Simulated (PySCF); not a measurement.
**Electron correlation in N (nitrogen, neutral)**

[He] 2s2 2p3, high-spin 4S determinant. Computed with PySCF 2.14 in aug-cc-pVQZ-DK (6s5p4d3f2g, 80 functions), with scalar relativity by spin-free X2C-1e. Frozen: 1s2; 5 electrons correlated.

| level | correlation energy (mhartree) |
| --- | --- |
| CCSD | -118.84 |
| (T) | -2.90 |
| CCSD(T) | -121.74 |

Diagnostics: T1 = 0.0071, D1 = 0.0154, largest double amplitude 0.027.

Task: Is a single reference adequate?

Result: Yes: T1 lies below 0.03 and no double amplitude reaches 0.07.
